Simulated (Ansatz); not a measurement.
Ansatz (a program for electronic structure) job for Te(F)4 cation (F4Te), SMILES F[Te](F)(F)F (connectivity only; charge and spin as stated), charge +1, multiplicity 2, PBE0/def2-SVPD. The structure is a stationary point at r2SCAN-D4/def2-SVP. The multiplicity is an assumed one; other spin states were not compared. The isomer is the one that the SMILES or the coordinates give; other isomers of the formula were not compared. The def2 effective core potentials stand for the cores of Te; spin–orbit coupling is left out.

Ansatz 0.2 input:
```yaml
crystal:
  periodic: [false, false, false]
  atoms:
    - {symbol: Te, position_ang: [-0.00000000, -0.00000000, 0.19247996]}
    - {symbol: F, position_ang: [0.00000000, 1.91307072, 0.46602029]}
    - {symbol: F, position_ang: [1.41577499, -0.00000001, -1.02207350]}
    - {symbol: F, position_ang: [-0.00000000, -1.91307072, 0.46602029]}
    - {symbol: F, position_ang: [-1.41577498, 0.00000001, -1.02207350]}
basis:
  gaussian:
    orbitals: def2-SVPD
hamiltonian:
  xc: {name: PBE0}
total_charge: 1
magnetization: {spin_polarized: true, initial_magnetization: 1}
```

Output:

```
WARN ansatz: RAYON_NUM_THREADS=1 ignored (pool sized by the plan → 1); use --threads N
Functional definition: PBE0
integrals: 0.06 GiB planned
1165 factors; their error is unknown
mean field: 0.75 GiB planned
mean field evaluation 1: about -18113.5882 eV, gradient 7.0e1 eV
mean field evaluation 2: about -18062.0728 eV, gradient 1.4e2 eV
mean field evaluation 4: about -18130.4574 eV, gradient 7.2e0 eV
mean field evaluation 8: about -18130.6313 eV, gradient 1.1e-1 eV
mean field evaluation 16: about -18130.8095 eV, gradient 6.8e-4 eV
mean field -18130.80947724 eV, -666.2949587844 hartree, gradient 5.4e-5 eV, S^2 0.762736; 0 other end points of the search recorded, 0 dependent functions left out
reference -18130.80952696 eV, -666.2949606116 hartree; 30, 29 occupied and 97, 98 virtual orbitals, 1165 factors
Total energy: -18130.80952696 eV, -666.2949606116 hartree
```

The calculation finished and met its thresholds.
